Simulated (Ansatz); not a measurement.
The inner images of a band of C₂H₆N₂SSi (12 atoms, charge 0, multiplicity 1) are given out of order.

The calculation used RKS B3LYP/6-31G* in Ansatz 0.2.0.

Initial state:

```xyz
12
Properties=species:S:1:pos:R:3
N -0.233 -1.632 0.808
C 0.187 -0.298 0.688
N 0.855 0.151 1.827
C -0.033 0.454 -0.408
Si -0.544 0.823 -2.076
S 0.206 2.277 -0.682
H -0.650 -1.987 -0.045
H 0.515 -2.246 1.123
H 0.402 -0.127 2.692
H 1.053 1.145 1.810
H -1.976 0.904 -2.453
H 0.296 0.481 -3.250
```

Final state:

```xyz
12
Properties=species:S:1:pos:R:3
N -0.246 -1.614 0.822
C 0.092 -0.250 0.721
N 0.569 0.296 1.898
C -0.113 0.476 -0.397
Si -0.541 0.812 -2.091
S 0.053 2.307 -0.667
H -0.669 -1.960 -0.032
H 0.547 -2.201 1.074
H 1.184 1.093 1.817
H 0.767 -0.337 2.659
H -1.949 0.828 -2.560
H 0.382 0.495 -3.210
```

**Question.** Put them in order from the first end to the last, with their energies above the first end.
A.
```xyz
12
Properties=species:S:1:pos:R:3
N -0.286 -1.546 0.818
C 0.118 -0.203 0.699
N 0.576 0.358 1.896
C -0.007 0.504 -0.440
Si -0.526 0.806 -2.127
S 0.136 2.316 -0.755
H -0.641 -1.928 -0.053
H 0.451 -2.144 1.188
H 1.517 0.730 1.884
H 0.381 -0.204 2.715
H -1.963 0.793 -2.497
H 0.323 0.461 -3.294
```
B.
```xyz
12
Properties=species:S:1:pos:R:3
N -0.319 -1.497 0.828
C 0.141 -0.172 0.681
N 0.657 0.432 1.862
C 0.019 0.523 -0.461
Si -0.521 0.811 -2.155
S 0.270 2.298 -0.832
H -0.623 -1.914 -0.047
H 0.364 -2.101 1.282
H 1.640 0.210 2.013
H 0.132 0.115 2.674
H -1.965 0.871 -2.492
H 0.283 0.369 -3.320
```
C.
```xyz
12
Properties=species:S:1:pos:R:3
N -0.245 -1.594 0.793
C 0.188 -0.261 0.675
N 0.850 0.222 1.805
C -0.031 0.479 -0.429
Si -0.564 0.826 -2.094
S 0.352 2.259 -0.780
H -0.507 -1.988 -0.104
H 0.444 -2.196 1.237
H 0.738 -0.363 2.624
H 0.634 1.188 2.023
H -1.993 1.017 -2.447
H 0.210 0.355 -3.270
```
D.
```xyz
12
Properties=species:S:1:pos:R:3
N -0.269 -1.546 0.789
C 0.194 -0.221 0.662
N 0.842 0.320 1.794
C -0.023 0.510 -0.445
Si -0.564 0.830 -2.122
S 0.386 2.261 -0.837
H -0.489 -1.973 -0.105
H 0.355 -2.150 1.315
H 1.171 -0.390 2.439
H 0.261 0.980 2.301
H -1.993 1.014 -2.477
H 0.206 0.312 -3.281
```
E.
```xyz
12
Properties=species:S:1:pos:R:3
N -0.327 -1.487 0.824
C 0.180 -0.179 0.664
N 0.782 0.414 1.815
C 0.022 0.524 -0.467
Si -0.529 0.816 -2.159
S 0.399 2.263 -0.881
H -0.591 -1.925 -0.054
H 0.299 -2.098 1.342
H 1.491 -0.202 2.213
H 0.079 0.554 2.541
H -1.966 0.975 -2.492
H 0.239 0.289 -3.313
```

**Answer.** C (+10.4 kJ/mol), D (+30.8 kJ/mol), E (+39.1 kJ/mol), B (+33.4 kJ/mol), A (+19.3 kJ/mol).

The run took 110 s on 2 threads of Intel(R) Xeon(R) 6975P-C (Granite Rapids) (shared host), peak memory 0.3 GiB.
